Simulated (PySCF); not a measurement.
# Reading the logs of faulty runs: GeH4O2Si

All numbers below are calculated, not measured. The program is PySCF 2.14.0, an open-source quantum chemistry code, run on an isolated molecule that a program drew, which may never have been made. The molecule is GeH4O2Si (charge 0, singlet), drawn as the SMILES string `O[SiH2][Ge][OH]`.

Each row is a Hartree-Fock (HF) and frozen-core CCSD(T) single point in the cc-pV(D+d)Z basis, meant for a local HF minimum. Run 1 is clean. Each other run has one planted mistake out of seven kinds, and not every kind appears here: one electron removed, one electron added, multiplicity raised by two, geometry at a saddle point, minimal basis STO-3G, one bond length entered in bohr, all coordinates scaled. The reference is restricted for singlets and unrestricted otherwise, and also for a bond in bohr. Adding or removing an electron swaps singlet and doublet. Electrons count all cores. HOMO and LUMO are orbital energies over both spins, the gradient is its largest component, and the lowest frequency (negative if imaginary) is given only where the gradient is small. Bond lengths are over the 7 bonds as drawn. T1 is the CCSD diagnostic: over 0.02 (restricted) or 0.045 (unrestricted) a single reference is doubtful. Germanium has the cc-pVDZ-PP basis, with a core potential (ECP10MDF) in place of its 10 inner electrons, and its 3s, 3p and 3d shells are frozen in CCSD(T).

Geometry of the clean run:
```xyz
8
GeH4O2Si, angstrom
O     1.3393    2.4589    0.9661
Si    0.4329    1.0813    0.7572
Ge   -1.6363    1.7507   -0.4991
O    -1.9069    0.1968   -1.3443
H     2.1430    2.4096    1.4622
H     0.0947    0.4800    2.0791
H     1.2224    0.0406    0.0359
H    -1.2888   -0.5121   -1.2375
```

```
run,electrons,basis functions,<S^2>,HOMO (eV),LUMO (eV),gradient (hartree/bohr),lowest frequency (cm^-1),mean bond (Å),longest bond (Å),T1,HF (hartree),CCSD(T) (hartree),mistake
1,66,94,0.000,-8.37,0.69,2.3e-05,20,1.5484,2.512,0.0180,-734.41458,-735.01789,no fault
2,66,94,0.932,-7.83,0.63,8.0e-03,-,1.7381,2.820,0.0515,-734.30942,-734.90523,one bond length entered in bohr
3,67,94,0.763,-0.70,7.52,4.2e-02,-,1.5484,2.512,0.0161,-734.41383,-735.02066,one electron added
4,66,94,2.023,-7.08,-0.25,2.0e-02,-,1.5484,2.512,0.0198,-734.37039,-734.95383,multiplicity raised by two
5,65,94,0.781,-16.26,-6.63,6.3e-02,-,1.5484,2.512,0.0240,-734.13981,-734.72226,?
6,66,94,0.000,-8.48,0.55,2.3e-02,-,1.5902,2.579,0.0192,-734.40928,-735.01805,?
```

**Which mistake was planted in run 5, and what did it cost?**

It counts 65 electrons, one fewer than the clean run, at the same geometry and basis. So the mistake is: one electron removed. Subtracting run 1 and multiplying by 627.51 kcal/mol a hartree, the energy moved by 172.4 kcal/mol in HF and 185.5 kcal/mol in CCSD(T).

**Which mistake was planted in run 6, and what did it cost?**

The mean and the longest bond both change by the same factor, 1.027, and the gradient is no longer small. So the mistake is: all coordinates scaled. Subtracting run 1 and multiplying by 627.51 kcal/mol a hartree, the energy moved by 3.3 kcal/mol in HF and -0.1 kcal/mol in CCSD(T).

Cautions from the logs. Run 2: T1 is over the limit, so its CCSD(T) energy is less reliable.
